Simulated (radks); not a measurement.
Results of a calculation; reference values are marked as such.
All-electron atom: neutral holmium in [Xe] 4f11 5d2 (not the ground configuration). Code: a radial shooting solver on a logarithmic mesh with Libxc functionals. Model: Dirac Kohn-Sham, PBEsol, spin-unpolarised, spherical densities, finite nucleus; open shells fill j = l - 1/2 first; Fermi nuclear charge, rms radius 5.2022 fm.

Spin-orbit splittings of the eigenvalues, e(l+1/2) - e(l-1/2), with zeta = 2 splitting/(2l+1) and mean radii in bohr:

| shell | occ. | splitting (eV) | zeta (eV) | <r> j=l-1/2 | <r> j=l+1/2 |
|---|---|---|---|---|---|
| 2p | 6 | 856.4 | 570.9 | 0.07291 | 0.08008 |
| 3p | 6 | ? | ? | 0.2192 | 0.2327 |
| 3d | 10 | 39.09 | 15.64 | 0.2054 | 0.2096 |
| 4p | 6 | 40.19 | 26.79 | 0.5286 | 0.5597 |
| 4d | 10 | 7.293 | 2.917 | 0.5901 | 0.6012 |
| 4f | 11 | 0.9733 | 0.2781 | 0.8519 | 0.8798 |
| 5p | 6 | 4.966 | 3.310 | 1.453 | 1.568 |
| 5d | 2 | 0.1363 | 0.05452 | 4.203 | 4.586 |

Estimate the 3p splitting.

Answer. 178.8 eV (zeta = 119.2 eV).
